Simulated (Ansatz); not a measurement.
Two isomers of CH9GeNSi: A = `[CH3][GeH2][NH][SiH3]`, B = `[NH2][GeH2][CH2][SiH3]`.

Gas-phase electronic energies from Ansatz, PBE0-D4/def2-TZVP geometries. CCSD(T)/CBS is the MP2 limit (def2-TZVPP, def2-QZVPP) plus CCSD(T) − MP2 in def2-TZVPP, frozen cores. DFT in def2-TZVPP. For Ge outer-core shells are correlated without core-valence functions, which leaves a few kJ/mol of doubt a bond. Scalar relativity is left out up to krypton. Each species was taken in one conformer, which may not be the lowest.

(1) Which is lower in electronic energy at CCSD(T)/CBS, and by how much? (Best estimate.)

(2) Give E(B) − E(A) in kcal/mol with CCSD/def2-TZVPP, r2SCAN-D4, CCSD(T)/def2-TZVPP, ωB97M-V, B2PLYP, PBE-D4, MP2/def2-TZVPP. (Best estimate.)

Largest T1 diagnostic: 0.011.

Answers

(1) Computed: A, by 12.6 kcal/mol.

(2) Computed: CCSD/def2-TZVPP 13.1, r2SCAN-D4 12.2, CCSD(T)/def2-TZVPP 12.6, ωB97M-V 12.4, B2PLYP 13.4, PBE-D4 10.8, MP2/def2-TZVPP 12.9. None reverses the order clearly.

In def2-TZVPP, CCSD(T) changes the Hartree–Fock value by −3.2 kcal/mol (the triples alone add −0.4 kcal/mol) and MP2 by −2.8 kcal/mol.
